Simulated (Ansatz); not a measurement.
Isomers of C7H9N, relaxed with PBE0-D4/def2-TZVP in Ansatz; electronic energies, one conformer each and not always the lowest. Functionals use def2-TZVPP; CBS adds triple-zeta CCSD(T) − MP2 to the MP2 limit of def2-TZVPP and def2-QZVPP.

Problem. Order them by energy at frozen-core CCSD(T)/CBS, lowest first. (Best estimate.)
A. `Cc1ccc(N)cc1`
B. `Cc1ccccc1N`
C. `Cc1ccnc(C)c1`
D. `N#CC1=CCCCC1`
E. `CNc1ccccc1`

Solution. B (0.0 kJ/mol), A (5.2 kJ/mol), C (13.8 kJ/mol), E (40.5 kJ/mol), D (67.8 kJ/mol).

Problem. How do PBE-D4, PBE0-D4, B3LYP-D4, r2SCAN-D4 place them (kJ/mol, against `Cc1ccccc1N`)? (An estimate is asked.)

Solution. The calculation gave: 
```json
{"isomer": "`Cc1ccc(N)cc1`", "PBE-D4": "4.5", "PBE0-D4": "4.6", "B3LYP-D4": "4.2", "r2SCAN-D4": "4.8"}
{"isomer": "`N#CC1=CCCCC1`", "PBE-D4": "98.7", "PBE0-D4": "96.2", "B3LYP-D4": "92.2", "r2SCAN-D4": "99.1"}
{"isomer": "`Cc1ccnc(C)c1`", "PBE-D4": "16.9", "PBE0-D4": "17.1", "B3LYP-D4": "13.6", "r2SCAN-D4": "16.8"}
{"isomer": "`CNc1ccccc1`", "PBE-D4": "38.3", "PBE0-D4": "39.0", "B3LYP-D4": "36.1", "r2SCAN-D4": "39.8"}
```

B3LYP here is the variant with VWN-RPA as its local correlation; programs differ in this.
